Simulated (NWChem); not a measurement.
# CH2FNO2Si; SMILES N#CO[Si@@H](O)F

```xyz
8

N     -0.2549     2.9245    -0.1014
C      0.1537     1.8467     0.0695
O      0.6502     0.6695     0.2811
Si     0.0086    -0.7780    -0.3359
O      0.9815    -1.9673     0.1947
F     -1.4768    -0.8711     0.2427
H      0.0014    -0.7629    -1.7985
H      1.1719    -2.0497     1.1401
```
Atoms are numbered in this order, from 1.

Results from NWChem. Pople sets run with spherical d functions. STO-3G and 3-21G are far too small for this property and stand as cheap habits. All runs use the structure optimised with B3LYP/6-31G* (spherical d). GIAO values for the isolated, static molecule; σ is the absolute isotropic shielding, δ = σ(reference) − σ with the isolated reference molecule computed at the same levels (13C: tetramethylsilane, 19F: trichlorofluoromethane, 1H: tetramethylsilane, 17O: water, 29Si: tetramethylsilane).

| level | δ C2 (ppm) | δ O3 (ppm) | δ Si4 (ppm) | δ O5 (ppm) | δ F6 (ppm) | δ H7 (ppm) | δ H8 (ppm) |
|---|---|---|---|---|---|---|---|
| Hartree-Fock/STO-3G | 104.0 | -50.3 | -16.0 | -86.1 | -171.4 | 3.38 | -1.19 |
| BHandHLYP/pcSseg-1 | ? | ? | ? | ? | ? | ? | 3.14 |
| Hartree-Fock/6-31G* | 103.7 | 36.0 | -50.6 | 23.5 | -95.4 | 4.92 | 3.12 |
| LDA (Slater exchange, VWN5)/pcSseg-1 | 114.0 | 104.2 | -52.2 | 73.6 | -156.9 | 5.03 | 3.14 |
| PBE/pcSseg-1 | 108.8 | 95.1 | -57.6 | 62.3 | -159.6 | 4.79 | 2.86 |

Question: Complete the blanks.

Answer: 
- BHandHLYP/pcSseg-1, δ C2 (ppm): 116.4
- BHandHLYP/pcSseg-1, δ O3 (ppm): 71.7
- BHandHLYP/pcSseg-1, δ Si4 (ppm): -62.5
- BHandHLYP/pcSseg-1, δ O5 (ppm): 46.7
- BHandHLYP/pcSseg-1, δ F6 (ppm): -133.0
- BHandHLYP/pcSseg-1, δ H7 (ppm): 4.38
